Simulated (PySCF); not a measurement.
# Electronic structure of P³⁺ (phosphorus, charge +3) at the PBE0 level

Configuration: [Ne] 3s2, closed-shell 1S. All numbers are calculated (PySCF 2.14, the non-relativistic Hamiltonian (point nucleus), in aug-cc-pV(D+d)Z (5s4p3d, 32 functions)).

| Quantity | Value |
| --- | --- |
| Total energy | -338.9043 hartree |
| One-electron energy | -451.4348 hartree |
| Hartree (Coulomb) energy | 134.4961 hartree |
| Exchange-correlation energy | -21.9657 hartree |
| Kinetic energy | 337.79641 hartree |
| ⟨S²⟩ | 0.0000 |
| ⟨L²⟩ | 0.000 |
| Sum of ⟨r⟩ | 7.529 bohr |
| Sum of ⟨r²⟩ | 8.919 bohr² |
| Density at the nucleus (Gaussians lack the cusp) | 2130 bohr⁻³ |
| Langevin diamagnetic susceptibility | -7.06 ×10⁻⁶ cm³/mol |

```csv
shell,electrons,mean orbital energy (hartree),"rms radius, mean of both spins (bohr)"
1s,2,-78.79010,0.120
2s,2,-8.09774,0.564
2p,6,-6.23539,0.540
3s,2,-1.72411,1.80
```
